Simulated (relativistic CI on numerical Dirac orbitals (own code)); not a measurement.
Method of calculation: Dirac-Coulomb-Breit CI, orbitals from a KLI potential per configuration, a model potential for QED, unscaled Slater integrals (own radial code, finite nucleus).

Configuration list (outside the closed core 1s2): 2s²2p⁴, 2s2p⁵, 2p⁶, 2p⁵3s, 2p⁵3p, 2p⁵3d, 2s²2p³3s, 2s²2p³3p, 2s²2p³3d, 2s2p⁴3s, 2s2p⁴3p, 2s2p⁴3d, 2s²2p³4s, 2s²2p³4p, 2s²2p³4d, 2s²2p³4f, 2s2p⁴4s, 2s2p⁴4p, 2s2p⁴4d, 2s2p⁴4f, 2s²2p²3s², 2s²2p³5s, 2s²2p²3s3p, 2s²2p³5p, 2s²2p³5d, 2s²2p³5f, 2s²2p³5g, 2s²2p²3p², 2s²2p²3s3d, 2s²2p²3p3d, 2s2p³3s², 2s²2p²3d², 2s2p³3s3p, 2s2p³3p², 2s2p³3s3d, 2s2p⁴5s. Levels of other configurations are missing.

At this charge energies of transitions that change n are usually good to better than 1 %, and those within a shell (Δn = 0) to a few per cent.

Outline of the computed level scheme of Mo XXXV. Lowest level of each configuration: 2s²2p⁴ ³P2 at 0.00 eV; 2s2p⁵ ³P°2 at 296.14 eV; 2p⁶ ¹S0 at 657.68 eV; 2s²2p³3s ³P°2 at 2559.37 eV; 2s²2p³3p ⁵P1 at 2614.29 eV; 2s²2p³3d ³D°2 at 2707.67 eV.

Some strong electric-dipole decays among the lowest 45 levels: 2s²2p³3d ³D°3 → 2s²2p⁴ ³P2 (1.6e+14 s⁻¹); 2s²2p³3d ³D°1 → 2s²2p⁴ ¹S0 (1.0e+14 s⁻¹); 2s²2p³3d ³D°2 → 2s²2p⁴ ³P2 (6.9e+13 s⁻¹); 2s²2p³3d ⁵D°1 → 2s²2p⁴ ³P2 (2.0e+13 s⁻¹); 2s²2p³3s ¹D°2 → 2s²2p⁴ ¹D2 (1.7e+13 s⁻¹); 2s²2p³3s ³S°1 → 2s²2p⁴ ³P2 (1.6e+13 s⁻¹); 2s²2p³3s ³S°1 → 2s²2p⁴ ³P1 (1.5e+13 s⁻¹); 2s²2p³3s ³D°3 → 2s²2p⁴ ³P2 (1.1e+13 s⁻¹).

LS names give the leading component of a level, which can be under half, so a name can repeat, a term be missing and a line seem to break the LS rules.
